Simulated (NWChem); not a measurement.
System: C$_{3}$H$_{5}$N; SMILES C(N)C#C

The following NWChem deck was run.

```
start job
memory heap 200 mb stack 900 mb global 1100 mb
geometry units angstroms noautosym nocenter noautoz
  C      0.258218    -1.932267     0.000000
  C     -0.158735    -0.794123     0.000000
  C     -0.610001     0.603743     0.000000
  N      0.436612     1.608806     0.000000
  H      0.620421    -2.943780     0.000000
  H     -1.260176     0.765838     0.876664
  H     -1.260176     0.765838    -0.876664
  H      1.037215     1.479651    -0.812430
  H      1.037215     1.479651     0.812430
end
basis spherical
  C library 6-31g*
  N library 6-31g*
  H library 6-31g*
end
dft
  xc m06-2x
  iterations 150
end
cosmo
  do_cosmo_smd true
  solvent dioxane
end
task dft energy
```

Coordinates come from a PBE0/def2-SVP optimisation. Solvent: 1,4-dioxane.

Level: M06-2X/6-31G* with SMD (1 M gas to 1 M solution), gas-phase geometry.

Question: Give the results of this calculation. (M06-2X/6-31G* (spherical d), SMD on the gas-phase geometry.) Quantities: solvation free energy (kcal/mol); cavity-dispersion-structure term (kcal/mol); dipole in solution (D).

Answer: 
```json
{
  "solvation free energy (kcal/mol)": "-2.2",
  "cavity-dispersion-structure term (kcal/mol)": "2.0",
  "dipole in solution (D)": "1.09"
}
```
